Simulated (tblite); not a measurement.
Compound: C4H7BNO2 (doublet state).
SMILES with atom numbers: `[CH2:1]=[C:2](/[C:3]=[N:4]/[CH3:5])[B:6]([OH:7])[OH:8]` (hydrogens: H9, H10 on C1; H11, H12, H13 on C5; H14 on O7; H15 on O8)
Bond orders are those of one Lewis drawing.

Computed with GFN2-xTB (tblite), gas phase: L-BFGS steps from a force-field or distance-geometry start until the largest atomic force falls under 0.01 eV/Å.

Step 20: E = -663.7282 eV
```
atom  x, y, z in Å  |  force x, y, z in eV/Å
C1     -1.2046    0.5975    1.6199   -0.045   0.094  -0.074
C2     -0.6947    0.2799    0.3738    0.102  -0.288   0.067
C3      0.6246    0.2908    0.0661   -0.186   0.077   0.169
N4      1.7011   -0.2629   -0.0352    0.093  -0.228  -0.073
C5      3.0567    0.1066   -0.2803   -0.155   0.037   0.145
B6     -1.7250   -0.3159   -0.6961    0.036   0.154   0.022
O7     -2.1524    0.4322   -1.7327    0.144  -0.163   0.107
O8     -2.2226   -1.5716   -0.5357   -0.156   0.081  -0.150
H9     -0.6039    0.9655    2.4381   -0.036  -0.103  -0.198
H10    -2.2672    0.5088    1.7697    0.090   0.097   0.103
H11     3.2980    0.2693   -1.3333   -0.238  -0.045  -0.006
H12     3.2973    1.0089    0.2809    0.200   0.102   0.007
H13     3.6512   -0.7320    0.0917    0.089   0.111  -0.056
H14    -2.7931   -0.0146   -2.2863   -0.049  -0.006  -0.068
H15    -1.9698   -2.0714    0.2376    0.111   0.080   0.006
```

Step 21: E = -663.7424 eV
```
atom  x, y, z in Å  |  force x, y, z in eV/Å
C1     -1.2039    0.6010    1.6174   -0.040   0.049  -0.081
C2     -0.6952    0.2711    0.3746    0.198  -0.184   0.083
C3      0.6274    0.2875    0.0702   -0.353   0.076   0.194
N4      1.7007   -0.2726   -0.0243    0.164  -0.208  -0.043
C5      3.0512    0.1073   -0.2753   -0.070   0.031   0.072
B6     -1.7227   -0.3138   -0.6988   -0.019   0.076   0.013
O7     -2.1544    0.4322   -1.7329    0.109  -0.125   0.008
O8     -2.2210   -1.5700   -0.5425   -0.125  -0.007  -0.019
H9     -0.5999    0.9639    2.4343   -0.018  -0.087  -0.176
H10    -2.2645    0.5091    1.7746    0.069   0.100   0.086
H11     3.2795    0.2668   -1.3308   -0.218  -0.025  -0.046
H12     3.3024    1.0113    0.2777    0.133   0.118   0.026
H13     3.6599   -0.7231    0.0868    0.086   0.043  -0.015
H14    -2.7923   -0.0158   -2.2919    0.008   0.025  -0.002
H15    -1.9717   -2.0639    0.2391    0.076   0.118  -0.101
```

**Question.** Estimate the geometry and energy of step 22. (The exact step hangs on the optimiser's Hessian estimate; all steps are aligned on step 21, rigid shifts and turns removed.)

**Answer.** E = -663.7652 eV, largest force 0.292 eV/Å
```
atom  x, y, z in Å  |  force x, y, z in eV/Å
C1     -1.2032    0.6110    1.6098   -0.019  -0.047  -0.012
C2     -0.6947    0.2474    0.3794    0.114   0.045   0.039
C3      0.6293    0.2810    0.0787   -0.147  -0.148   0.205
N4      1.6986   -0.2991    0.0072    0.106   0.097   0.054
C5      3.0387    0.1096   -0.2617    0.107  -0.002  -0.067
B6     -1.7243   -0.3092   -0.7022   -0.059  -0.093  -0.034
O7     -2.1536    0.4290   -1.7384    0.125   0.043  -0.074
O8     -2.2270   -1.5652   -0.5547   -0.089  -0.067   0.101
H9     -0.5902    0.9582    2.4233    0.047  -0.029  -0.099
H10    -2.2577    0.5136    1.7920    0.001   0.093   0.014
H11     3.2260    0.2599   -1.3255   -0.157   0.025  -0.103
H12     3.3223    1.0207    0.2695   -0.095   0.055   0.023
H13     3.6858   -0.7014    0.0732    0.013  -0.055   0.049
H14    -2.7856   -0.0182   -2.3054    0.022   0.018   0.041
H15    -1.9688   -2.0463    0.2329    0.030   0.063  -0.136
```

The energy changes by -0.0228 eV. The first-order estimate −F·Δx gives -0.0400 eV and the mean of the old and new forces, exact on a quadratic surface, -0.0228 eV. The step makes an angle of 57° with the force vector and moves no atom by more than 0.054 Å.

The cost below is that of the whole relaxation. Time: 0.94 s. Hardware: Intel Xeon at 2.60 GHz, one thread, no GPU, shared host with 128 logical CPUs at a one-minute load of 15.
